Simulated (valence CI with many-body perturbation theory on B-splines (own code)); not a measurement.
**Valence orbitals of Sn XLVI**

Level of theory: valence CI with perturbative core correlation (CI+MBPT): three valence electrons over a frozen Dirac-Fock core [He], radial functions for each j: 11 s, 11 p, 10 d, 8 f, 5 g, 2 h, with the one-electron correlation potential Σ1 (screened to all orders), the two-electron term Σ2, the three-electron term Σ3, Breit, model QED; selected single and double excitations, second order for the rest, scaled by the run's own slope (own B-spline code, finite nucleus).

The last digits are not significant, and no measured levels were compared; by estimate large intervals hold to a few tenths of a per cent, small ones and those within an open d or f shell to about a per cent.

These are the spectroscopic orbitals of the CI (the correlating ones are not listed), shaped by the core and the other valence electrons. h is the expectation value of the core's Dirac-Fock operator, without the valence repulsion; Σ1 is computed up to l = 3 at one energy for each symmetry, that of its lowest orbital but kept below the first core excitation, so for empty shells it is not the orbital's own correlation shift; Breit and QED include the response of the core, and the two lowest orbitals of each symmetry also the frequency dependence of Breit exchange, which makes a step in that column.

```csv
Orbital,h (hartree),Σ1 (cm⁻¹),Breit (cm⁻¹),QED (cm⁻¹),⟨r⟩ (bohr)
2s1/2,-305.55,-1326,34706,37085,0.1186
3s1/2,-133.76,-324,9735,10781,0.2736
4s1/2,-74.516,-126,3903,4420,0.4950
5s1/2,-47.389,-62.3,1958,2230,0.7813
6s1/2,-32.762,-35.4,1118,1278,1.133
7s1/2,-23.99,-22.0,699,800,1.549
2p1/2,-301.55,-3333,69128,-689,0.09927
3p1/2,-132.63,-742,18765,-274,0.2560
4p1/2,-74.051,-284,7557,-119,0.4787
5p1/2,-47.154,-139,3786,-61.1,0.7664
6p1/2,-32.627,-78.8,2162,-35.4,1.119
7p1/2,-23.906,-48.9,1351,-22.3,1.536
2p3/2,-291.57,-2668,27300,3219,0.1040
3p3/2,-129.67,-594,7409,845,0.2626
4p3/2,-72.808,-228,3273,342,0.4874
5p3/2,-46.52,-112,1645,172,0.7772
6p3/2,-32.261,-63.4,942,98.3,1.132
7p3/2,-23.676,-39.4,590,61.6,1.551
3d3/2,-129.23,-283,694,-127,0.2223
4d3/2,-72.623,-120,379,-42.2,0.4480
5d3/2,-46.425,-61.6,198,-19.3,0.7389
6d3/2,-32.207,-35.7,120,-10.5,1.095
7d3/2,-23.642,-22.5,77.4,-6.4,1.515
3d5/2,-128.34,-261,226,301,0.2245
4d5/2,-72.245,-110,123,137,0.4508
5d5/2,-46.232,-56.6,60.9,72.2,0.7423
6d5/2,-32.095,-32.8,36.8,42.4,1.099
7d5/2,-23.571,-20.7,23.8,26.9,1.520
4f5/2,-72.206,-24.0,4.2,-46.8,0.3880
5f5/2,-46.213,-13.5,3.5,-23.1,0.6799
6f5/2,-32.085,-8.2,2.3,-13.1,1.037
7f5/2,-23.565,-5.3,1.6,-8.1,1.459
4f7/2,-72.022,-23.2,1.2,40.8,0.3895
5f7/2,-46.119,-13.1,1.0,21.9,0.6817
6f7/2,-32.03,-7.9,0.6,13.0,1.039
7f7/2,-23.531,-5.1,0.4,8.3,1.461
5g7/2,-46.113,,0.0,-14.8,0.5954
6g7/2,-32.026,,0.0,-8.5,0.9530
7g7/2,-23.528,,0.0,-5.4,1.376
5g9/2,-46.057,,0.0,11.9,0.5966
6g9/2,-31.994,,0.0,6.9,0.9543
7g9/2,-23.508,,0.0,4.4,1.377
6h9/2,-31.993,,,,0.8457
6h11/2,-31.971,,,,0.8466
```

Among the shells of the start configuration 2s2 2p1, Σ1 is largest in size for 2p1/2, where it is 0.0050 % of h.

Lowest root of each symmetry, sizes in configuration state functions:

| J | Parity | Roots | Reference | Variational | Second order | Change by selected CI (cm⁻¹) | Change by second order (cm⁻¹) |
| --- | --- | --- | --- | --- | --- | --- | --- |
| 1/2 | even | 28 | 82 | 14388 | 11339 | -9317 | 0 |
| 3/2 | even | 35 | 120 | 22950 | 18984 | -5509 | 0 |
| 5/2 | even | 30 | 121 | 25398 | 25211 | -8472 | -1 |
| 7/2 | even | 13 | 89 | 19428 | 34562 | -6428 | -5 |
| 9/2 | even | 6 | 60 | 12754 | 27718 | -11739 | -3 |
| 11/2 | even | 2 | 26 | 6566 | 10070 | -8547 | -3 |
| 1/2 | odd | 26 | 80 | 13814 | 12229 | -8988 | 0 |
| 3/2 | odd | 36 | 122 | 21963 | 19398 | -8513 | 0 |
| 5/2 | odd | 25 | 116 | 23409 | 38161 | -14015 | -1 |
| 7/2 | odd | 13 | 92 | 18833 | 36523 | -10367 | -3 |
| 9/2 | odd | 3 | 55 | 9299 | 25093 | -6432 | -3 |
| 11/2 | odd | 1 | 29 | 5557 | 10535 | -12671 | -3 |
